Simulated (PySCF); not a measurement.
PySCF input for B(Cl)(OMe)(SH) (CH₄BClOS), SMILES O(B(Cl)S)C, TDA-PBE/def2-SVPD. Geometry: r2SCAN-D4/def2-SVP. One conformer was computed; it need not be the lowest.

```python
import numpy as np
from pyscf import gto, scf, dft, tdscf

mol = gto.M(
    atom='''
    B    -0.13667628    0.14015474    0.00000000
    Cl   -0.52431005    1.87009778   -0.00000000
    O    -1.16343928   -0.72623611    0.00000000
    C    -0.97657752   -2.13236218    0.00000000
    H    -0.42266200   -2.45660319    0.89694240
    H    -1.96831580   -2.60373591   -0.00000000
    H    -0.42266200   -2.45660319   -0.89694241
    S     1.58938559   -0.44702668   -0.00000000
    H     2.14710186    0.78099521    0.00000001
    ''',
    basis='def2-SVPD',
    charge=0,
    spin=0,
    symmetry=True,
    max_memory=1600,
    verbose=4,
)
mf = dft.RKS(mol, xc='pbe').density_fit(auxbasis='def2-universal-jkfit')
mf.grids.level = 3
mf.conv_tol = 1e-9
mf.max_cycle = 100
mf.kernel()
mf.grids = dft.Grids(mol).set(level=1).build(with_non0tab=True)  # coarser grid for the response kernel
td = tdscf.TDA(mf)
td.singlet = True
td.nstates = 10
td.conv_tol = 1e-4
td.positive_eig_threshold = 1e-6
td.kernel(x0=td.get_init_guess(mf, 15))
td.analyze()
tt = tdscf.TDA(mf)
tt.singlet = False
tt.nstates = 4
tt.conv_tol = 1e-4
tt.positive_eig_threshold = 1e-6
tt.kernel(x0=tt.get_init_guess(mf, 9))
tt.analyze(verbose=3)
```

It prints:

```
PySCF version 2.14.0

[INPUT] verbose = 4
[INPUT] num. atoms = 9
[INPUT] num. electrons = 56
[INPUT] charge = 0
[INPUT] spin (= nelec alpha-beta = 2S) = 0
[INPUT] symmetry True subgroup None
[INPUT] Mole.unit = angstrom
[INPUT] Symbol           X                Y                Z      unit          X                Y                Z       unit  Magmom
[INPUT]  1 B     -0.136676280000   0.140154740000   0.000000000000 AA   -0.258280736924   0.264854073660   0.000000000000 Bohr   0.0
[INPUT]  2 Cl    -0.524310050000   1.870097780000   0.000000000000 AA   -0.990802398857   3.533972630357   0.000000000000 Bohr   0.0
[INPUT]  3 O     -1.163439280000  -0.726236110000   0.000000000000 AA   -2.198581601761  -1.372387349670   0.000000000000 Bohr   0.0
[INPUT]  4 C     -0.976577520000  -2.132362180000   0.000000000000 AA   -1.845464052207  -4.029580518581   0.000000000000 Bohr   0.0
[INPUT]  5 H     -0.422662000000  -2.456603190000   0.896942400000 AA   -0.798715423261  -4.642307225833   1.694975485510 Bohr   0.0
[INPUT]  6 H     -1.968315800000  -2.603735910000   0.000000000000 AA   -3.719577788654  -4.920347770595   0.000000000000 Bohr   0.0
[INPUT]  7 H     -0.422662000000  -2.456603190000  -0.896942410000 AA   -0.798715423261  -4.642307225833  -1.694975504407 Bohr   0.0
[INPUT]  8 S      1.589385590000  -0.447026680000   0.000000000000 AA    3.003503471430  -0.844757995574   0.000000000000 Bohr   0.0
[INPUT]  9 H      2.147101860000   0.780995210000   0.000000010000 AA    4.057434476944   1.475867051497   0.000000018897 Bohr   0.0

nuclear repulsion = 260.894725686015
point group symmetry = Cs
symmetry origin: [-3.71196191e-09  1.34980440e-09  2.79234987e-18]
symmetry axis x: [1.00000000e+00 4.68591184e-09 3.72599093e-10]
symmetry axis y: [ 4.68591184e-09 -1.00000000e+00 -2.88812310e-10]
symmetry axis z: [-3.72599091e-10 -2.88812361e-10  1.00000000e+00]
num. orbitals of irrep A' = 102
num. orbitals of irrep A" = 47
number of shells = 63
number of NR pGTOs = 223
number of NR cGTOs = 149
basis = def2-SVPD
ecp = {}


[settings echo left out]
init E= -998.563819875112
HOMO (A") = -0.296951068418246  LUMO (A") = -0.0850268165250667  gap/eV = 5.76675
cycle= 1 E= -998.131853420314  delta_E= 0.432  |g|= 0.605  |ddm|= 4.01
HOMO (A') = -0.160047247445266  LUMO (A') = -0.0231874513530981  gap/eV = 3.72414
cycle= 2 E= -997.751246083895  delta_E= 0.381  |g|= 1.48  |ddm|= 1.66
HOMO (A") = -0.231531943090354  LUMO (A") = -0.0321776982612829  gap/eV = 5.42471
cycle= 3 E= -998.200307849475  delta_E= -0.449  |g|= 0.161  |ddm|= 1.19
HOMO (A") = -0.255154503589382  LUMO (A") = -0.0434551779200172  gap/eV = 5.76063
cycle= 4 E= -998.206901155549  delta_E= -0.00659  |g|= 0.0446  |ddm|= 0.316
HOMO (A") = -0.250649980026141  LUMO (A") = -0.0435129892185091  gap/eV = 5.63648
cycle= 5 E= -998.207309343164  delta_E= -0.000408  |g|= 0.0193  |ddm|= 0.0868
HOMO (A") = -0.250473297060287  LUMO (A") = -0.041506207915019  gap/eV = 5.68628
cycle= 6 E= -998.207404711422  delta_E= -9.54e-05  |g|= 0.00607  |ddm|= 0.0337
HOMO (A") = -0.250599700846766  LUMO (A") = -0.0420761228982767  gap/eV = 5.67422
cycle= 7 E= -998.207415828166  delta_E= -1.11e-05  |g|= 0.00108  |ddm|= 0.0081
HOMO (A") = -0.250573822882433  LUMO (A") = -0.0420361338076778  gap/eV = 5.67460
cycle= 8 E= -998.207416126349  delta_E= -2.98e-07  |g|= 0.00036  |ddm|= 0.00182
HOMO (A") = -0.25056297567079  LUMO (A") = -0.0420422053425171  gap/eV = 5.67414
cycle= 9 E= -998.207416169574  delta_E= -4.32e-08  |g|= 6.01e-05  |ddm|= 0.000585
HOMO (A") = -0.250559389306887  LUMO (A") = -0.0420403742822772  gap/eV = 5.67409
cycle= 10 E= -998.207416170267  delta_E= -6.94e-10  |g|= 2.86e-05  |ddm|= 0.000123
HOMO (A") = -0.250565268996057  LUMO (A") = -0.0420419059150201  gap/eV = 5.67421
Extra cycle  E= -998.207416169995  delta_E= 2.73e-10  |g|= 4.17e-05  |ddm|= 0.000107
converged SCF energy = -998.207416169995
tot grids = 38064
Overwritten attributes  positive_eig_threshold  of <class 'pyscf.tdscf.rks.TDA'>


******** <class 'pyscf.tdscf.rks.TDA'> for <class 'pyscf.df.df_jk.DFSymAdaptedRKS'> ********
nstates = 10 singlet
deg_eia_thresh = 1.000e-03
wfnsym = None
conv_tol = 0.0001
eigh lindep = 1e-12
eigh level_shift = 0
eigh max_cycle = 100


Excitation energies (eV)
[6.12469411 6.42476035 6.44881556 6.60294185 6.78269386 6.84958215
 7.07365975 7.08786333 7.22909017 7.31958955]

** Singlet excitation energies and oscillator strengths **
Excited State   1:   A"      6.12469 eV    202.43 nm  f=0.0172
      28 -> 30       -0.70156
Excited State   2:   A'      6.42476 eV    192.98 nm  f=0.1351
      27 -> 31        0.14371
      28 -> 29       -0.64903
Excited State   3:   A"      6.44882 eV    192.26 nm  f=0.0000
      27 -> 29        0.68558
      28 -> 31       -0.16234
Excited State   4:   A"      6.60294 eV    187.77 nm  f=0.0214
      27 -> 29        0.15552
      28 -> 31        0.68235
Excited State   5:   A'      6.78269 eV    182.79 nm  f=0.0040
      27 -> 30        0.68978
      27 -> 31        0.11234
Excited State   6:   A"      6.84958 eV    181.01 nm  f=0.0064
      26 -> 30        0.70569
Excited State   7:   A"      7.07366 eV    175.28 nm  f=0.0001
      25 -> 29       -0.38913
      28 -> 32        0.58811
Excited State   8:   A"      7.08786 eV    174.92 nm  f=0.0008
      25 -> 29        0.58414
      28 -> 32        0.39128
Excited State   9:   A'      7.22909 eV    171.51 nm  f=0.1487
      26 -> 29        0.65449
      27 -> 31        0.11162
      28 -> 29        0.10549
Excited State  10:   A'      7.31959 eV    169.39 nm  f=0.0381
      25 -> 30       -0.56914
      27 -> 31       -0.40994

** Transition electric dipole moments (AU) **
state          X           Y           Z        Dip. S.      Osc.
  1        -0.0000     -0.0000     -0.3385      0.1146      0.0172
  2        -0.8838      0.2784      0.0000      0.8585      0.1351
  3         0.0000     -0.0000     -0.0046      0.0000      0.0000
  4        -0.0000      0.0000      0.3637      0.1323      0.0214
  5         0.1513     -0.0325      0.0000      0.0240      0.0040
  6         0.0000     -0.0000      0.1955      0.0382      0.0064
  7         0.0000     -0.0000      0.0181      0.0003      0.0001
  8        -0.0000     -0.0000      0.0660      0.0044      0.0008
  9         0.3952      0.8268      0.0000      0.8397      0.1487
 10        -0.2712      0.3727      0.0000      0.2125      0.0381

** Transition velocity dipole moments (imaginary part, AU) **
state          X           Y           Z        Dip. S.      Osc.
  1         0.0000     -0.0000     -0.0736      0.0054      0.0160
  2        -0.0653     -0.0011      0.0000      0.0043      0.0121
  3        -0.0000     -0.0000     -0.0200      0.0004      0.0011
  4         0.0000     -0.0000      0.0397      0.0016      0.0043
  5         0.0532     -0.0126     -0.0000      0.0030      0.0080
  6         0.0000      0.0000      0.0333      0.0011      0.0029
  7         0.0000     -0.0000      0.0122      0.0001      0.0004
  8        -0.0000      0.0000      0.0254      0.0006      0.0017
  9         0.0341      0.1259      0.0000      0.0170      0.0427
 10        -0.0850      0.0784      0.0000      0.0134      0.0332

** Transition magnetic dipole moments (imaginary part, AU) **
state          X           Y           Z
  1        -0.0139     -0.7354     -0.0000
  2        -0.0000      0.0000     -0.1852
  3         0.2054      0.5903     -0.0000
  4         0.3959      0.4528      0.0000
  5        -0.0000      0.0000      1.0267
  6         0.1012     -0.1005      0.0000
  7        -0.2819     -0.4202      0.0000
  8         0.3049      0.4528      0.0000
  9         0.0000     -0.0000      0.5032
 10         0.0000     -0.0000     -0.0016


******** <class 'pyscf.tdscf.rks.TDA'> for <class 'pyscf.df.df_jk.DFSymAdaptedRKS'> ********
nstates = 4 triplet
deg_eia_thresh = 1.000e-03
wfnsym = None
conv_tol = 0.0001
eigh lindep = 1e-12
eigh level_shift = 0
eigh max_cycle = 100


Excitation energies (eV)
[5.32422054 5.76115339 6.18409098 6.2047036 ]

** Triplet excitation energies and oscillator strengths **
Excited State   1:   A'      5.32422 eV    232.87 nm  f=0.0000
Excited State   2:   A"      5.76115 eV    215.21 nm  f=0.0000
Excited State   3:   A"      6.18409 eV    200.49 nm  f=0.0000
Excited State   4:   A'      6.20470 eV    199.82 nm  f=0.0000
```

Self-consistency was reached.
